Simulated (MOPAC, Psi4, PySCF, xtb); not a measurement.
Intermolecular potential of HCl ··· C3H6 (SMILES Cl and C1CC1). Monomers: optimised at B3LYP-D3(BJ) (def2-TZVP), held rigid. Orientation: lowest of the rigid-body minima from ten starts at GFN2-xTB. R is the distance of the centres of mass, along which the second monomer moves.

Methods: PM7, restricted, heats of formation (MOPAC); RKS-B3LYP/3-21G = restricted B3LYP/3-21G, no counterpoise correction run with PySCF 2.14.0; GFN1-xTB (xtb); SAPT0/jun-cc-pVDZ, frozen core (Psi4).

Interaction energies in kJ/mol; the last columns give the difference from SAPT0:

```
R / Å     PM7  RKS-B3LYP/3-21G  GFN1-xTB  SAPT0/jun-cc-pVDZ  PM7 − SAPT0/jun-cc-pVDZ  RKS-B3LYP/3-21G − SAPT0/jun-cc-pVDZ  GFN1-xTB − SAPT0/jun-cc-pVDZ
-----  ------  ---------------  --------  -----------------  -----------------------  -----------------------------------  ----------------------------
3.25    54.83            22.96     28.91              25.40                    29.44                                -2.44                          3.51
3.48     7.35            -4.41      6.17               1.87                     5.47                                -6.29                          4.30
3.68   -10.09           -12.60     -1.97              -6.49                    -3.60                                -6.11                          4.52
3.89   -14.88           -13.99     -4.94              -9.55                    -5.33                                -4.43                          4.61
4.13   -13.37           -12.13     -5.26              -9.77                    -3.60                                -2.36                          4.51
4.26   -11.73           -10.72     -4.87              -9.20                    -2.53                                -1.52                          4.33
4.56    -8.25            -7.69     -3.61              -7.28                    -0.97                                -0.41                          3.67
4.85    -5.81            -5.40     -2.55              -5.45                    -0.36                                 0.05                          2.89
5.35    -3.30            -2.74     -1.43              -3.19                    -0.11                                 0.46                          1.76
6.07    -1.75            -1.14     -0.68              -1.54                    -0.21                                 0.40                          0.87
7.07    -0.92            -0.53     -0.26              -0.65                    -0.27                                 0.12                          0.39
8.40    -0.25            -0.24     -0.08              -0.26                     0.00                                 0.02                          0.17
```

PM7 is furthest from SAPT0/jun-cc-pVDZ at 3.25 (29.44 kJ/mol, above); its mean absolute difference over the points is 4.32 kJ/mol.

RKS-B3LYP/3-21G is furthest from SAPT0/jun-cc-pVDZ at 3.48 (-6.29 kJ/mol, below); its mean absolute difference over the points is 2.05 kJ/mol.

GFN1-xTB is furthest from SAPT0/jun-cc-pVDZ at 3.89 (4.61 kJ/mol, above); its mean absolute difference over the points is 2.96 kJ/mol.
